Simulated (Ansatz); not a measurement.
`C=[C](Cl)[AlH][F]` + `N=C=O` → `O=C=[N][AlH][F]` + `C=CCl` at 600 K and 1 bar (ligand exchange at the Al–C bond).

Computed with Ansatz on PBE0-D4/def2-TZVP structures; ΔE is electronic, products minus reactants. CCSD(T)/CBS is the MP2 limit (def2-TZVPP, def2-QZVPP) plus CCSD(T) − MP2 in def2-TZVPP, frozen cores. This one scheme is used for every species. One conformer a species, not always the lowest.

```tsv
species	CCSD(T)/CBS energy (Eh)	H − E (kJ/mol)	S (J/(mol·K))
`C=[C](Cl)[AlH][F]`	-879.54815	166.0	425.6
`N=C=O`	-168.51995	83.3	274.5
`O=C=[N][AlH][F]`	-510.46086	107.3	394.2
`C=CCl`	-537.65823	144.6	309.8
```

H − E and S are ideal-gas, rigid-rotor, harmonic terms from PBE0-D4/def2-TZVP, for one conformer and one mirror image of each species. 1 Eh = 2625.50 kJ/mol, R = 8.31446 J/(mol·K).

Question: By hand: ΔE, ΔH, ΔS and ΔG.

Answer: ΔE = (-510.46086) + (-537.65823) − (-879.54815) − (-168.51995) = -0.05099 Eh = -133.9 kJ/mol. Δ(H − E) = 107.3 + 144.6 − 166.0 − 83.3 = 2.6, so ΔH = -131.3 kJ/mol. ΔS = 394.2 + 309.8 − 425.6 − 274.5 = 3.9 J/(mol·K). ΔG = -131.3 − 600 × (3.9)/1000 = -133.6 kJ/mol.

Question: By hand: the equilibrium constant, and the temperature at which ΔG would vanish if ΔH and ΔS stayed fixed.

Answer: log₁₀ K = −ΔG/(RT ln 10) = 11.6. ΔH and −TΔS have one sign here, so there is no such temperature. One of them is within its doubt of zero, so this could turn.

The number of gas molecules stays the same, so ΔS is small and ΔH decides. A doubt of 5 kJ/mol in ΔE shifts log₁₀ K by 0.4 here. Other conformers and mirror images would add mixing entropy, several J/(mol·K) or more a flexible species. Modes under 60 cm⁻¹, often nearly free rotors, make the harmonic entropy too high. These are equilibria of isolated gas molecules and say nothing of rates. Largest T1 diagnostic: 0.018 (customary marks: 0.02 for closed shells, 0.045 for open ones).
